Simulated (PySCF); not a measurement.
# Gallium: a sound run and one with changed settings

Sound run: Ga [Ar] 3d10 4s2 4p1, Ga⁺ [Ar] 3d10 4s2. All numbers are calculated (PySCF 2.14, the spin-free X2C one-electron Hamiltonian (Gaussian nucleus), in cc-pVTZ-DK (6s5p3d1f, 43 functions)). In the sound run the correlated levels freeze [Ar] 3d10. The sound run starts from symmetry-adapted Hartree-Fock orbitals and uses a fine grid where one is needed.

Changed run: basis STO-3G, all-electron and non-relativistic. This setting is unsound on purpose.

| species | method | sound run (hartree) | changed run (hartree) | converged |
| --- | --- | --- | --- | --- |
| Ga | UHF | -1942.17428 | -1900.72850 | yes |
| Ga | M06-2X | -1943.88055 | -1901.90082 | yes |
| Ga | PBE0 | -1943.57071 | -1901.71407 | yes |
| Ga | MP2 | -1942.20753 | -1900.74261 | yes |
| Ga | CCSD(T) | -1942.22119 | -1900.75372 | yes |
| Ga⁺ | UHF | -1941.97146 | -1900.61973 | yes |
| Ga⁺ | M06-2X | -1943.66655 | -1901.76598 | yes |
| Ga⁺ | PBE0 | -1943.35065 | -1901.57908 | yes |
| Ga⁺ | MP2 | -1941.99728 | -1900.64155 | yes |
| Ga⁺ | CCSD(T) | -1942.00790 | -1900.65720 | yes |

Ionisation energy of Ga:

```json
{"method": "UHF", "sound run (eV)": "5.519", "changed run (eV)": "2.960"}
{"method": "M06-2X", "sound run (eV)": "5.823", "changed run (eV)": "3.669"}
{"method": "PBE0", "sound run (eV)": "5.988", "changed run (eV)": "3.673"}
{"method": "MP2", "sound run (eV)": "5.721", "changed run (eV)": "2.750"}
{"method": "SCS-MP2", "sound run (eV)": "5.704", "changed run (eV)": "2.708"}
{"method": "CCSD", "sound run (eV)": "5.781", "changed run (eV)": "2.626"}
{"method": "CCSD(T)", "sound run (eV)": "5.804", "changed run (eV)": "2.626"}
```

A minimal basis cannot let orbitals breathe on ionisation and holds almost no correlation. The Hamiltonian changed with the basis, so the totals do not compare.

For comparison, NIST gives 5.999 eV between the lowest levels.
